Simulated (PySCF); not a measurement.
C5H8F3NSi.
Numbering: `[F:1][C:2]([F:3])=[C:4]([F:5])[C@@H:6]1[CH2:7][CH2:8][NH:9][SiH2:10]1` (hydrogens: H11 on C6; H12, H13 on C7; H14, H15 on C8; H16 on N9; H17, H18 on Si10)

The same species was optimised twice, with GFN2-xTB and with PBE0-D3(BJ)/def2-SVP (PySCF), and the same property calculations (PySCF, gas phase) were run on both structures.

| coordinate | GFN2-xTB | PBE0-D3(BJ)/def2-SVP | change |
| --- | --- | --- | --- |
| N9–Si10 (Å) | 1.710 | 1.731 | +0.021 |
| C2–F3 (Å) | 1.331 | 1.310 | -0.021 |
| F1–C2 (Å) | 1.335 | 1.316 | -0.019 |
| C6–Si10 (Å) | 1.928 | 1.914 | -0.014 |
| C4–F5 (Å) | 1.352 | 1.340 | -0.012 |
| C6–C7 (Å) | 1.533 | 1.544 | +0.011 |
| C2=C4 (Å) | 1.328 | 1.333 | +0.005 |
| C4–C6 (Å) | 1.473 | 1.478 | +0.005 |
| C7–C8 (Å) | 1.524 | 1.526 | +0.002 |
| C8–N9 (Å) | 1.451 | 1.452 | +0.001 |
| C4–C6–Si10 (°) | 113.4 | 116.6 | +3.2 |
| F3–C2–C4 (°) | 126.5 | 124.9 | -1.6 |
| C6–Si10–N9 (°) | 91.4 | 92.9 | +1.5 |
| F1–C2–F3 (°) | 110.5 | 112.0 | +1.5 |
| C8–N9–Si10 (°) | 115.7 | 114.2 | -1.5 |
| C6–C7–C8 (°) | 107.7 | 108.9 | +1.2 |
| C7–C6–Si10 (°) | 102.7 | 101.9 | -0.8 |
| C4–C6–C7 (°) | 112.5 | 113.2 | +0.7 |
| C2–C4–C6–C7 (°) | -128 | -120 | +8 |

Rotational constants: A = 2246, B = 615.6, C = 610.1 MHz (GFN2-xTB) against A = 2255, B = 609.7, C = 598.6 MHz (PBE0-D3(BJ)/def2-SVP). Point groups within 0.08 Å: C1 and C1.

On the GFN2-xTB structure: HOMO (eV) -6.78 [PBE0/pcSseg-1]; LUMO (eV) 0.38 [PBE0/pcSseg-1]; dipole (D) 3.13 [PBE0/pcSseg-1]; GIAO shielding of F1 (ppm) 300.9 [PBE0/pcSseg-1]; GIAO shielding of C2 (ppm) 20.6 [PBE0/pcSseg-1]; GIAO shielding of F3 (ppm) 279.4 [PBE0/pcSseg-1]; GIAO shielding of C4 (ppm) 48.3 [PBE0/pcSseg-1]; GIAO shielding of F5 (ppm) 365.0 [PBE0/pcSseg-1]; GIAO shielding of C6 (ppm) 159.1 [PBE0/pcSseg-1]; GIAO shielding of C7 (ppm) 155.1 [PBE0/pcSseg-1]; GIAO shielding of C8 (ppm) 136.3 [PBE0/pcSseg-1].

Problem. What do these properties become on the PBE0-D3(BJ)/def2-SVP structure?

Solution. 
```csv
property,level,on GFN2-xTB,on PBE0-D3(BJ)/def2-SVP,change
HOMO (eV),PBE0/pcSseg-1,-6.78,-6.75,+0.03
LUMO (eV),PBE0/pcSseg-1,0.38,0.51,+0.13
dipole (D),PBE0/pcSseg-1,3.13,2.83,-0.30
"energy, GFN2-xTB geometry as zero (kcal/mol)",PBE0/pcSseg-1,0.0,-1.8,-1.8
GIAO shielding of F1 (ppm),PBE0/pcSseg-1,300.9,306.0,+5.1
GIAO shielding of C2 (ppm),PBE0/pcSseg-1,20.6,23.4,+2.8
GIAO shielding of F3 (ppm),PBE0/pcSseg-1,279.4,285.2,+5.8
GIAO shielding of C4 (ppm),PBE0/pcSseg-1,48.3,50.4,+2.1
GIAO shielding of F5 (ppm),PBE0/pcSseg-1,365.0,368.2,+3.2
GIAO shielding of C6 (ppm),PBE0/pcSseg-1,159.1,160.1,+1.0
GIAO shielding of C7 (ppm),PBE0/pcSseg-1,155.1,152.0,-3.1
GIAO shielding of C8 (ppm),PBE0/pcSseg-1,136.3,136.7,+0.4
```

The heavy atoms differ by 0.064 Å rms after alignment. Among bonds between heavy atoms C2–F3 and N9–Si10 change most and about equally (-0.021 to +0.021 Å). Changes are differences of the printed values. Neither structure is proved a minimum here.
